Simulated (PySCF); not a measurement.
Compound: C₇H₇N₂P.
Numbering: `[CH:1]#[C:2][c:3]1[p:4][cH:5][n:6][n:7]1[CH2:8][CH:9]=[CH2:10]` (hydrogens: H11 on C1; H12 on C5; H13, H14 on C8; H15 on C9; H16, H17 on C10)

Geometry (PBE0-D3(BJ)/def2-SVP, Å), atoms numbered from 1 in this order:
```
atom  x, y, z in Å
C1     2.7256    0.0535    1.0448
C2     1.9057    0.4639    0.2483
C3     0.9674    0.9579   -0.6865
P4     1.0467    2.4490   -1.5958
C5    -0.4926    1.9435   -2.2893
N6    -0.9760    0.7898   -1.8739
N7    -0.1547    0.2497   -0.9911
C8    -0.5559   -0.9982   -0.3548
C9    -1.3139   -0.7584    0.9146
C10   -0.9384   -1.2207    2.1056
H11    3.4568   -0.3039    1.7463
H12   -1.0720    2.4952   -3.0331
H13   -1.1821   -1.5157   -1.0955
H14    0.3458   -1.5983   -0.1696
H15   -2.2254   -0.1582    0.8117
H16   -0.0223   -1.8076    2.2260
H17   -1.5309   -1.0293    3.0037
```

Computed, not measured: PySCF, TDDFT B3LYP/def2-SVPD, vertical, gas phase, core orbitals frozen in the response.

Transition dipole moments from the ground state, in atomic units and in the frame of the coordinates above (overall signs are arbitrary), for the states with f of 0.002 or more among the lowest 7:

```tsv
state	E (eV)	μx	μy	μz
S1	4.687	0.475	-0.859	0.910
S2	4.856	-0.104	0.169	0.038
S3	5.003	0.528	0.245	0.035
S4	5.102	0.063	-0.079	-0.099
S5	5.304	-0.233	-0.182	0.124
S6	5.536	0.211	0.134	-0.050
S7	5.592	-0.008	0.045	0.112
```

(1) Work out the oscillator strengths.

(2) What angle do the transition dipoles of S1 and S3 make?

(3) How is the summed strength of these states shared among x, y and z?

(4) What peak molar absorption coefficient would the strongest computed level give as a lone Gaussian band 0.5 eV wide at half height?

## Answers

(1) f = (2/3) ΔE |μ|² with ΔE in hartree (27.2114 eV).

```json
{"state": "S1", "|μ|² (au)": "1.792", "|μ| (D)": "3.40", "f": "0.206"}
{"state": "S2", "|μ|² (au)": "0.041", "|μ| (D)": "0.51", "f": "0.005"}
{"state": "S3", "|μ|² (au)": "0.341", "|μ| (D)": "1.48", "f": "0.042"}
{"state": "S4", "|μ|² (au)": "0.020", "|μ| (D)": "0.36", "f": "0.002"}
{"state": "S5", "|μ|² (au)": "0.103", "|μ| (D)": "0.81", "f": "0.013"}
{"state": "S6", "|μ|² (au)": "0.065", "|μ| (D)": "0.65", "f": "0.009"}
{"state": "S7", "|μ|² (au)": "0.015", "|μ| (D)": "0.31", "f": "0.002"}
```

(2) |cos θ| = |μa·μb| / (|μa| |μb|) = 0.09, so θ ≈ 85° (taken between 0 and 90°, since the signs are arbitrary).

(3) (2/3) Σ ΔE μα² gives 0.075 for x, 0.103 for y and 0.101 for z, 0.279 in all.

(4) ε(max) = 2.175×10⁸ f / FWHM, with the width in cm⁻¹. S1: 2.175×10⁸ × 0.2057 / 4033 ≈ 11000 L mol⁻¹ cm⁻¹.

The vertical ionisation energy (ΔSCF) is 8.52 eV, 2.93 eV above S7.

Hardware: an Intel Xeon 6975P-C with one thread, shared host with 192 logical CPUs at a one-minute load of 115. Cost: 6.8 min, 1.1 GiB resident at most.

One conformer stands for the species.
